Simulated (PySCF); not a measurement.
# Ionisation energy of Pb⁶⁵⁺ by level of theory

Pb⁶⁵⁺ [Ne] 3s2 3p5 (2P) → Pb⁶⁶⁺ [Ne] 3s2 3p4 (3P), as a difference of total energies. Computed with PySCF 2.14 in an even-tempered Gaussian basis (17 s from 19 bohr⁻², ratio 2.5; 12 p from 25 bohr⁻², ratio 2.5; 4 d from 100 bohr⁻², ratio 2.7; 4 f from 150 bohr⁻², ratio 2.7), with scalar relativity by spin-free X2C-1e. Correlated levels: outer shells: 1s2 frozen; virtual orbitals above 40 to 60 times the deepest correlated orbital energy dropped. The calculations carry no spin-orbit coupling.

```tsv
method	ionisation energy (eV)
UHF	7676.0
LDA	7677.6
PBE	7678.9
PBE0	7678.7
r2SCAN	7679.5
PBEsol	7677.8
B3LYP	7679.2
MP2 (outer shells)	7677.3
SCS-MP2 (outer shells)	7677.2
```

Spin-orbit coupling is strong in these open shells (close to jj coupling). The scalar numbers leave it out and a first-order estimate fails, so it can dominate the gap to the real levels.

Breit and QED terms and the two-electron picture change are absent.

For comparison: 7500 ± 30 eV (theoretical estimate listed by NIST; NIST Atomic Spectra Database, ionization energies).
